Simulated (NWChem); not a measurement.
# Correlation energy of HP

```xyz
2

P      0.0000     0.0000     0.0898
H      0.0000     0.0000    -1.3473
```
Charge 0, spin multiplicity 3.

Program: NWChem. The geometry was optimised at UPBE0/def2-SVP, a minimum by its harmonic frequencies.

Basis set: 6-31G*. Each correlation energy counts from its own Hartree-Fock reference.

```csv
method,correlation energy (mHa)
SCS-UMP2,-69.7
CCSD[T] on UHF,-90.5
CCSDT on ROHF,-96.6
CCSD on UHF,-88.7
CCSD(T) on UHF,-90.4
UMP2,-67.9
CCSD on ROHF,-94.4
CCSD[T] on ROHF,-96.3
CCSD(T) on ROHF,-96.3
```

The values span 28.7 mHa, from CCSDT on ROHF (lowest) to UMP2 (highest). 

The correlated methods keep 5 core orbitals frozen. The Pople sets run with spherical d functions. This spin state was chosen for the runs; another may lie lower. The structure started from a generated list of species. The unpaired electrons of the parent sit in orbitals of symmetry b1 and b2 (C2v labels of the run); other states weren't searched. The stability of the SCF solutions was not checked. Open-shell Hartree-Fock references start from PBE0 orbitals. Coupled-cluster values serve here as a point of comparison, not as the truth.
